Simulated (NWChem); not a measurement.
System: C$_{3}$H$_{7}$NSi; SMILES C1C(=NC1)[SiH3]

```xyz
12

Si     0.0154     1.8389     0.0000
C      0.0099    -0.0495     0.0000
N      1.0615    -0.8133     0.0000
C      0.2110    -2.0420     0.0000
C     -1.0551    -1.1366     0.0000
H     -0.7027     2.3414     1.2033
H      1.4135     2.3332     0.0000
H     -0.7027     2.3414    -1.2033
H      0.3659    -2.6593    -0.8918
H      0.3659    -2.6593     0.8918
H     -1.6903    -1.1897    -0.8916
H     -1.6903    -1.1897     0.8916
```
Atoms are numbered in this order, from 1.

Program: NWChem. Geometry: optimised at B3LYP/6-31G* (spherical d). B3LYP is NWChem's, with the RPA form of VWN correlation.

Q: Order these by “orbital gap (eV)”, lowest first: B3LYP/def2-TZVP; BLYP/def2-TZVP; Hartree-Fock/def2-TZVP.

A: BLYP/def2-TZVP (4.13), B3LYP/def2-TZVP (6.16), Hartree-Fock/def2-TZVP (14.10)
